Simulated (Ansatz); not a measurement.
Computed with Ansatz.

A structure relaxed at PBE0-D4/def2-TZVP, charge 0, multiplicity 1:

```xyz
12

C    -0.005   -1.854    0.980
O    -0.187   -0.636    0.296
B     0.848    0.213    0.075
O     0.663    1.378   -0.583
C    -0.600    1.781   -1.075
H    -0.300   -2.680    0.329
H     1.036   -1.993    1.283
H    -0.640   -1.866    1.869
H     1.957   -0.043    0.455
H    -0.868    2.735   -0.617
H    -0.528    1.921   -2.155
H    -1.376    1.045   -0.857
```

Q: Give its formula and SMILES.

A: C2H7BO2, `COBOC`.

Q: Point group (tolerance 0.08 Å, 0.16 Å for H)?

A: Cs.

Q: Summarise the bond lengths by kind.

A: 2 × C–O 1.409 to 1.414 Å; 6 × C–H 1.091 to 1.094 Å; 2 × B–O 1.350 to 1.357 Å; 1 × B–H 1.200 Å.
